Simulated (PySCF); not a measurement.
PySCF was given this input:
```python
from pyscf import gto, scf, dft

mol = gto.M(
    atom='''
O    -1.195029   -0.511793    0.028757
S    -0.140285    0.464799    0.000719
F     1.311644   -0.371382   -0.026840
''',
    basis='cc-pv(t+d)z',
    charge=0,
    spin=1,
    verbose=3,
)

mf = dft.UKS(mol)
mf.xc = 'r2scan'
mf = mf.density_fit(auxbasis='def2-universal-jkfit')
mf.kernel()
mf.analyze()
```

Q: Predict the HOMO energy from PySCF with DF-R2SCAN/cc-pV(T+d)Z.

A: -6.12 eV

Q: What total energy does DF-R2SCAN/cc-pV(T+d)Z give?

A: -573.2127 Eh

These values belong to the state on which the SCF converged, which isn't shown to be the lowest.

Q: Roughly what does it cost on one core?

A: roughly 13 core-seconds.
